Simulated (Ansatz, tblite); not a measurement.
Cost and result up the ladder for the cluster SnF₂⁻ (the lowest doublet isomer of a short search) (3 atoms). Total charge -1; doublet. Geometry: B3LYP-D4/def2-TZVPD.

```xyz
3

Sn    0.205   -0.077   -0.890
F     0.470   -1.336    0.695
F    -0.674    1.413    0.195
```

Ansatz on 4 threads of Arm Neoverse V2 on a shared host; xTB runs through tblite on one thread. Times are rough, summed over both states, and most runs start from the orbitals of an earlier one. CCSD(T)/def2-TZVPPD serves as the yardstick here, not as an exact answer. The other state is a singlet.

In the def2 sets Sn takes a core potential; there is no spin–orbit coupling. The xTB rows come from tblite. Correlated methods freeze 6 core orbitals; core or outer-core shells of Sn are correlated, in sets that lack core-valence functions. The structure comes from a short search, and lower isomers may exist.

Correlated methods converge slowly with the basis.

Raw xTB energies of ions are shifted by several eV, and xTB has no spin-polarisation term.

```
                             level  functions  vertical IE (eV)  difference from CCSD(T)/def2-TZVPPD (eV)                       remarks
                          GFN1-xTB         17              4.54                                      3.36                             –
                          GFN2-xTB         17              3.87                                      2.69                             –
                PBE0-D4/def2-TZVPD        136              1.27                                      0.09  HOMO above zero (-1 doublet)
               CCSD(T)/def2-TZVPPD        136              1.18                                      0.00                             –
r2SCAN-D4/def2-TZVPD (with forces)        136              1.29                                      0.11  HOMO above zero (-1 doublet)
                 PBE-D4/def2-TZVPD        136              1.12                                     -0.06  HOMO above zero (-1 doublet)
```

Estimate how long each takes.

GFN1-xTB 0.003 s; GFN2-xTB 0.003 s; PBE-D4/def2-TZVPD 1.8 s; PBE0-D4/def2-TZVPD 2.5 s; r2SCAN-D4/def2-TZVPD (with forces) 4.4 s; CCSD(T)/def2-TZVPPD 16 s. On shared hardware such times vary by a factor of up to 3.
